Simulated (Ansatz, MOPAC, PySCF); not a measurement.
Molecule: C2H2N, charge -1, multiplicity 1. SMILES: [C-]#[N+][CH2-]
Coordinates optimised at B3LYP-D3(BJ)/def2-TZVP (Ansatz, a quantum-chemistry and plane-wave program):
```xyz
5

C     -1.1588    -0.0185    -0.0623
N      0.2321    -0.0118    -0.0049
C      1.4060    -0.0714    -0.0293
H     -1.5751    -0.3590     0.8909
H     -1.5320     0.9808    -0.3072
```
Charge -1, spin multiplicity 1.

Unscaled harmonic wavenumbers (cm⁻¹) in rising order, each level at the stationary point that it reaches from this structure (no distance between atoms moves by over 0.3 Å); the order of modes can differ between levels, and a negative number is imaginary. B3LYP-D3(BJ)/def2-TZVP (PySCF, at the structure above): 359, 476, 681, 995, 1199, 1462, 2095, 2990, 3039.

PM6 (MOPAC): 364, 425, 655, 1046, 1212, 1337, 2270, 2787, 2846. Zero-point energy 18.5 against 19.0 kcal/mol; where all levels lie over 400 cm⁻¹, the wavenumbers are on average 0.973 times those of B3LYP-D3(BJ)/def2-TZVP.

HF/6-31G* (Ansatz): 369, 473, 779, 1113, 1358, 1624, 2381, 3051, 3081. Zero-point energy 20.3 against 19.0 kcal/mol; where all levels lie over 400 cm⁻¹, the wavenumbers are on average 1.084 times those of B3LYP-D3(BJ)/def2-TZVP.
